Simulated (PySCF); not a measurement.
Correlation energy of Sr²⁺ (strontium, charge +2)

[Kr], closed-shell 1S. Calculation: PySCF 2.14, in aug-cc-pwCVTZ-X2C with one added diffuse shell each of s, p, d, f type (11s10p8d4f, 109 functions); scalar relativity by spin-free X2C-1e. Frozen: [Ar] 3d10; 8 electrons correlated.

| level | correlation energy (mhartree) |
| --- | --- |
| CCSD | -191.72 |
| (T) | -4.37 |
| CCSD(T) | -196.09 |

Diagnostics: T1 = 0.00082, D1 = 0.0021, largest double amplitude 0.023.

Is a single reference adequate?

Yes, within this model without spin-orbit coupling: T1 lies below 0.03 and no double amplitude reaches 0.07.
